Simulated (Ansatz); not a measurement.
Species: GeI2, charge 0, multiplicity 1. SMILES: [I][Ge][I]
Structure (B3LYP-D3(BJ)/def2-TZVP (Ansatz, an electronic-structure program) minimum search):
```xyz
3

Ge     0.0170     0.0000     1.2404
I      1.0196    -1.7356    -0.3885
I     -1.0299     1.7355    -0.3605
```
Charge 0, spin multiplicity 1.

Quantity: vertical triplet-singlet gap (E(triplet) - E(singlet); each state is the SCF solution reached for its spin), in kcal/mol. Cores are frozen in the correlated levels unless marked. Open shells are spin-unrestricted. No spin-orbit coupling. The frozen core is the preceding noble-gas configuration, with the filled d and f shells of earlier blocks. Past Kr the def2 sets carry scalar-relativistic core potentials. Basis-set limits of correlation are two-point, X^-3; Hartree-Fock from the larger set. The bracket is a focal-point correction in the basis named.

```csv
level,program,vertical triplet-singlet gap (kcal/mol)
HF/def2-SVPD,Ansatz,35.6
SVWN5/def2-TZVPD,Ansatz,51.9
```

**Question.** Estimate the value at RI-MP2/CBS(def2-TZVPPD,def2-QZVPPD)+[CCSD(T)-MP2]/def2-TZVPPD as computed with Ansatz.

**Answer.** 49.2 kcal/mol
